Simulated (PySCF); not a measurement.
GeH, SMILES [GeH] (connectivity only; charge and spin as stated), charge +1, multiplicity 1. Coordinates come from a PBE-D3(BJ)/def2-TZVPD optimisation. The multiplicity is an assumed one; other spin states were not compared.

PySCF with TDDFT-B3LYP/def2-TZVPD puts the lowest singlet excitations at 3.16, 3.16, 9.39, 10.34, 10.34, 10.54 eV.

### Question
What are the lowest excitation roots from PySCF with ADC(3)/aug-cc-pVDZ? (The exact figures need the calculation; the answer reports its results.)

### Answer
3.12, 3.12, 7.37, 9.36, 9.36, 9.53 eV. S1 differs by -0.04 eV (second minus first; roots are paired by order, and the bases may differ).
